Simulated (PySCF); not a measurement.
Excitations are Tamm–Dancoff values on a coarser integration grid. The basis has no diffuse functions, so Rydberg states are missing or too high.

C₃H₇N, SMILES `C=CCN` (C–C–C–N torsion 0°, C–C–N–H torsion 59°) (charge 0, multiplicity 1)

Level of theory: PySCF 2.14.0 with PBE0-D4/def2-TZVP.

The HOMO comes out as -7.05 eV, the dipole moment comes out as 0.89 D and the LUMO is 0.39 eV. The HOMO–LUMO gap is 7.44 eV and the S1 excitation (TDA) is 6.12 eV. The S1 oscillator strength is 0.000 and the T1 excitation (TDA) is 4.48 eV. The S1–T1 gap (TDA) is 1.64 eV. The total energy comes out as -173.1102 Ha and the cost is very roughly 2.3 core-minutes.

```xyz
11

C      1.4788    -0.0849     0.4431
C      0.6775    -0.2874    -0.5927
C     -0.8068    -0.0690    -0.6110
N     -1.4383     0.4046     0.6003
H      2.5447    -0.2663     0.3776
H      1.0995     0.2700     1.3960
H      1.1029    -0.6442    -1.5296
H     -1.2910    -1.0077    -0.9080
H     -1.0433     0.6330    -1.4203
H     -1.0459     1.2948     0.8822
H     -1.2780    -0.2430     1.3624
```
